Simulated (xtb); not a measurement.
C6H18Si2, charge -1, doublet, at the geometry of the source list (a state made from the parent by changing its charge; the spin is typed, not shown lowest); xtb 6.7.1 with GFN1-xTB.

Input for xtb:
```
$ xtb mol.xyz --gfn 1 --chrg -1 --uhf 1 --json

# file mol.xyz
26

C     -1.84850000    -0.74300000    -1.64770000
Si    -1.15770000    -0.18740000     0.04890000
C     -2.10160000     1.39700000     0.56170000
C     -1.59250000    -1.55100000     1.31990000
Si     1.15780000     0.18740000    -0.04890000
C      1.84850000     0.74300000     1.64770000
C      1.59250000     1.55100000    -1.31990000
C      2.10160000    -1.39700000    -0.56170000
H     -1.37780000    -1.66340000    -1.97980000
H     -1.66660000     0.00880000    -2.40990000
H     -2.92000000    -0.91890000    -1.61220000
H     -3.17450000     1.23330000     0.60970000
H     -1.78080000     1.74500000     1.53910000
H     -1.92600000     2.20330000    -0.14420000
H     -2.66250000    -1.73150000     1.37220000
H     -1.11520000    -2.49210000     1.06340000
H     -1.25870000    -1.27820000     2.31660000
H      2.92000000     0.91890000     1.61220000
H      1.37780000     1.66340000     1.97980000
H      1.66660000    -0.00880000     2.40990000
H      1.25870000     1.27820000    -2.31660000
H      1.11520000     2.49210000    -1.06340000
H      2.66250000     1.73150000    -1.37220000
H      1.78080000    -1.74500000    -1.53910000
H      1.92600000    -2.20330000     0.14420000
H      3.17450000    -1.23330000    -0.60970000
```

Output, abridged:

```
   ID    Z sym.   atoms
    1    6 C      1, 3, 4, 6-8
    2   14 Si     2, 5
    3    1 H      9-26

           -------------------------------------------------
          |                Calculation Setup                |
           -------------------------------------------------

           -------------------------------------------------
          |                 G F N 1 - x T B                 |
           -------------------------------------------------

          ...................................................
          :                      SETUP                      :
          :.................................................:
          :  # basis functions                  80          :
          :  # atomic orbitals                  78          :
          :  # shells                           54          :
          :  # electrons                        51          :
          :  # halogen bonds                     0          :
          :  max. iterations                   250          :
          :  Hamiltonian                  GFN1-xTB          :
          :  restarted?                      false          :
          :  GBSA solvation                  false          :
          :  PC potential                    false          :
          :  electronic temp.          300.0000000     K    :
          :  accuracy                    1.0000000          :
          :  -> integral cutoff          0.2500000E+02      :
          :  -> integral neglect         0.1000000E-07      :
          :  -> SCF convergence          0.1000000E-05 Eh   :
          :  -> wf. convergence          0.2000000E-04 e    :
          :  Broyden damping             0.4000000          :
          :  net charge                         -1          :
          :  unpaired electrons                  1          :
          ...................................................

 iter      E             dE          RMSdq      gap      omega  full diag
   1    -26.5770314 -0.265770E+02  0.783E+00    0.00       0.0  T
   2    -26.5875192 -0.104878E-01  0.475E+00    0.00       1.0  T
   3    -26.5886633 -0.114402E-02  0.433E-01    0.00       1.0  T
   4    -26.5895422 -0.878992E-03  0.608E-02    0.00       1.0  T
   5    -26.5895961 -0.538104E-04  0.119E-02    0.00       1.6  T
   6    -26.5895970 -0.912970E-06  0.277E-03    0.00       7.1  T
   7    -26.5895970 -0.309047E-07  0.368E-04    0.00      53.2  T
   8    -26.5895970 -0.102061E-08  0.158E-04    0.00     124.4  T
   9    -26.5895970 -0.111172E-09  0.553E-07    0.00   35458.0  T

   *** convergence criteria satisfied after 9 iterations ***

         :::::::::::::::::::::::::::::::::::::::::::::::::::::
         ::                     SUMMARY                     ::
         :::::::::::::::::::::::::::::::::::::::::::::::::::::
         :: total energy             -26.222624379475 Eh    ::
         :: gradient norm              0.089880385398 Eh/a0 ::
         :: HOMO-LUMO gap              0.000115612939 eV    ::
         ::.................................................::
         :: SCC energy               -26.589597001120 Eh    ::
         :: -> electrostatic           0.081435875576 Eh    ::
         :: repulsion energy           0.379743784951 Eh    ::
         :: dispersion energy         -0.012771163307 Eh    ::
         :: halogen bond corr.         0.000000000000 Eh    ::
         :: add. restraining           0.000000000000 Eh    ::
         :: total charge              -1.000000000000 e     ::
         :::::::::::::::::::::::::::::::::::::::::::::::::::::

           -------------------------------------------------
          |                Property Printout                |
           -------------------------------------------------

    * Orbital Energies and Occupations

         #    Occupation            Energy/Eh            Energy/eV
      -------------------------------------------------------------
[...]
     1C    -0.18183 -0.29462   1.003  3.179  0.000
     2Si   -0.02544 -0.18162   1.245  2.063  0.717
     3C    -0.18181 -0.29458   1.003  3.179  0.000
     4C    -0.18180 -0.29456   1.003  3.179  0.000
     5Si   -0.02540 -0.18159   1.245  2.063  0.717
     6C    -0.18183 -0.29461   1.003  3.179  0.000
     7C    -0.18180 -0.29456   1.003  3.179  0.000
     8C    -0.18181 -0.29457   1.003  3.179  0.000
     9H     0.00808  0.06317   0.992  0.000  0.000
    10H     0.00808  0.06316   0.992  0.000  0.000
    11H     0.00747  0.06214   0.993  0.000  0.000
    12H     0.00746  0.06214   0.993  0.000  0.000
    13H     0.00806  0.06313   0.992  0.000  0.000
    14H     0.00807  0.06314   0.992  0.000  0.000
    15H     0.00748  0.06215   0.993  0.000  0.000
    16H     0.00807  0.06315   0.992  0.000  0.000
    17H     0.00809  0.06316   0.992  0.000  0.000
    18H     0.00747  0.06214   0.993  0.000  0.000
    19H     0.00808  0.06318   0.992  0.000  0.000
    20H     0.00808  0.06316   0.992  0.000  0.000
    21H     0.00809  0.06317   0.992  0.000  0.000
    22H     0.00807  0.06315   0.992  0.000  0.000
    23H     0.00748  0.06216   0.993  0.000  0.000
    24H     0.00806  0.06313   0.992  0.000  0.000
    25H     0.00807  0.06315   0.992  0.000  0.000
    26H     0.00747  0.06214   0.993  0.000  0.000

Wiberg/Mayer (AO) data.
largest (>0.10) Wiberg bond orders for each atom

 ---------------------------------------------------------------------------
     #   Z sym  total        # sym  WBO       # sym  WBO       # sym  WBO
 ---------------------------------------------------------------------------
     1   6 C    3.912 --     2 Si   0.970    11 H    0.955     9 H    0.954
                            10 H    0.954
     2  14 Si   4.485 --     5 Si   1.102     4 C    0.970     3 C    0.970
                             1 C    0.970
     3   6 C    3.912 --     2 Si   0.970    12 H    0.955    14 H    0.954
                            13 H    0.954
     4   6 C    3.912 --     2 Si   0.970    15 H    0.955    16 H    0.954
                            17 H    0.954
     5  14 Si   4.485 --     2 Si   1.102     7 C    0.970     8 C    0.970
                             6 C    0.970
     6   6 C    3.912 --     5 Si   0.970    18 H    0.955    19 H    0.954
                            20 H    0.954
     7   6 C    3.912 --     5 Si   0.970    23 H    0.955    22 H    0.954
                            21 H    0.954
     8   6 C    3.912 --     5 Si   0.970    26 H    0.955    25 H    0.954
                            24 H    0.954
     9   1 H    1.015 --     1 C    0.954
    10   1 H    1.015 --     1 C    0.954
    11   1 H    1.000 --     1 C    0.955
    12   1 H    1.000 --     3 C    0.955
    13   1 H    1.015 --     3 C    0.954
    14   1 H    1.015 --     3 C    0.954
    15   1 H    1.000 --     4 C    0.955
    16   1 H    1.015 --     4 C    0.954
    17   1 H    1.015 --     4 C    0.954
    18   1 H    1.000 --     6 C    0.955
    19   1 H    1.015 --     6 C    0.954
    20   1 H    1.015 --     6 C    0.954
    21   1 H    1.015 --     7 C    0.954
    22   1 H    1.015 --     7 C    0.954
    23   1 H    1.000 --     7 C    0.955
    24   1 H    1.015 --     8 C    0.954
    25   1 H    1.015 --     8 C    0.954
    26   1 H    1.000 --     8 C    0.955
 ---------------------------------------------------------------------------

Topologies differ in total number of bonds
Writing topology from bond orders to xtbtopo.mol

 dipole moment from electron density (au)
     X       Y       Z
   0.0004   0.0000  -0.0000  total (Debye):    0.001

           -------------------------------------------------
          | TOTAL ENERGY              -26.222624379475 Eh   |
          | GRADIENT NORM               0.089880385398 Eh/α |
          | HOMO-LUMO GAP               0.000115612939 eV   |
           -------------------------------------------------

normal termination of xtb
```
